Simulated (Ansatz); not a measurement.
Geometry optimisation, RKS PBE0/def2-SVP in Ansatz 0.2.0.

Input file:

```yaml
crystal:
  periodic: [false, false, false]
  atoms:
    - { symbol: Ge, position_ang: [0.0, 0.0, 0.0] }
    - { symbol: F, position_ang: [0.0, 0.0, 2.03] }
    - { symbol: H, position_ang: [1.4616, 0.0, -0.5162] }
    - { symbol: H, position_ang: [-0.73, 1.2648, -0.5162] }
    - { symbol: H, position_ang: [-0.73, -1.2648, -0.5162] }
    - { symbol: H, position_ang: [-1.7556, 0.0, 0.5833] }
    - { symbol: H, position_ang: [-1.3158, 0.0, 1.5287] }
basis:
  gaussian: { orbitals: def2-SVP }
hamiltonian:
  xc: pbe0
relax:
  f_tol: 0.15
  max_steps: 25
  restrain:
    - { distance: [0, 5], at: 2.75, k: 30.0 }
    - { distance: [6, 1], at: 2.12, k: 30.0 }
    - { distance: [0, 1], at: 1.68, k: 30.0 }
    - { distance: [6, 5], at: 0.66, k: 30.0 }
output:
  orbitals: {}
```

Run as:

```bash
$ ansatz run input.yaml --threads 1 --pin off --max-ram 2048MiB --backend cpu --events-out ev --progress --plain --runs-dir out
```

Where does it end, and by what steps?

The forces met the threshold. The restraints hold the end off the free minimum. After 5 steps the energy has fallen by 2.270 eV (the restraints' own energy left out); H6 moved furthest, 0.72 Å. Joined: H6–H7 (1.04 → 0.72 Å).

```tsv
step	energy less start (eV)	largest force component (eV/Å)	accepted
0	0.0000	3.559	yes
1	-0.9790	3.018	yes
2	-1.4431	4.755	yes
3	-2.0112	2.081	yes
4	-2.2618	1.402	yes
5	-2.2699	1.340	yes
```

```xyz
7
Properties=species:S:1:pos:R:3
Ge 0.207 0.000 -0.069
F 0.253 0.000 1.645
H 1.690 0.000 -0.495
H -0.509 1.277 -0.534
H -0.509 -1.277 -0.534
H -2.329 0.000 1.013
H -1.872 0.000 1.567
```

The run took 12 s on 1 thread of Arm Neoverse V2, on a shared host, peak memory 0.13 GiB.
